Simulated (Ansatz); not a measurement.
Ansatz (a program for electronic structure) input:

Ansatz 0.2 input:
```yaml
crystal:
  periodic: [false, false, false]
  atoms:
    - {symbol: B, position_ang: [-0.15003158, -0.03419284, 0.03556976]}
    - {symbol: Cl, position_ang: [0.33858908, 1.52195949, 0.50414346]}
    - {symbol: Cl, position_ang: [0.68280307, -1.28917984, -0.74629698]}
    - {symbol: O, position_ang: [-1.56216674, -0.35602449, 0.37036135]}
    - {symbol: H, position_ang: [-1.96631252, -1.21855699, 0.15454087]}
    - {symbol: H, position_ang: [-2.14986219, 0.28046314, 0.82132937]}
basis:
  gaussian:
    orbitals: cc-pVTZ-DK
total_charge: 1
magnetization: {spin_polarized: false}
correlation: {method: ccsd_t, electrons: outside_noble_gas}
```

Question: What final total energy does it print?

Answer: -1023.27386 Eh (X2C-CCSD(T)/cc-pVTZ-DK). The basis has 156 functions.

It need not be the lowest isomer of its formula.
